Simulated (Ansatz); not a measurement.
Mulliken charges of C$_{2}$H$_{4}$BFOSe (`OB1CC1(F)[SeH]`) from B3LYP/def2-TZVPP in Ansatz (PBE0-D4/def2-TZVP geometry).

```csv
atom,x (Å),y (Å),z (Å),charge (e)
O1,-1.302,-1.882,-0.334,-0.223
B2,-0.441,-0.878,-0.168,0.129
C3,0.950,-0.438,0.285,-0.239
C4,0.011,0.574,-0.399,0.125
F5,0.429,1.099,-1.594,-0.214
Se6,-0.872,1.814,0.761,-0.036
H7,-2.081,-1.648,-0.847,0.216
H8,1.314,-0.247,1.288,0.108
H9,1.731,-0.789,-0.394,0.105
H10,0.343,2.345,1.406,0.030
```

**Question.** By hand: the dipole of these point charges (1 e Å = 4.8032 D).

**Answer.** Σ q r = (-0.168, -0.213, 0.206) e Å, of length 0.341 e Å = 1.64 D.

**Question.** How does the dipole of the full density compare? (Estimate.)

**Answer.** Ansatz gave: (-0.139, -0.176, 0.064) e Å, 1.12 D; the point charges give 1.46 times that, at 21° from its direction.

Point charges leave out the atoms' own dipoles, such as those of lone pairs, and Mulliken's split depends on the basis, so the two needn't agree.

B3LYP here is the variant with VWN-RPA as its local correlation; programs differ in this.
